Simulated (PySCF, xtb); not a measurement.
GeH6Si2, SMILES [Ge]([SiH3])[SiH3] (connectivity only; charge and spin as stated), neutral, multiplicity 1.

GFN2-xTB run with xtb at its own geometry gives an orbital gap of 1.45 eV and a dipole moment of 1.43 D.

The structure is a stationary point at B3LYP-D3(BJ)/def2-SVP. The structure was generated by enumeration; whether it is a known compound was not checked.

Q: What does r2SCAN/def2-TZVPD in PySCF give? (The exact figures need the calculation; the answer reports its results.)

A: gap 1.71 eV (levels -5.89 and -4.17 eV), dipole 0.37 D.
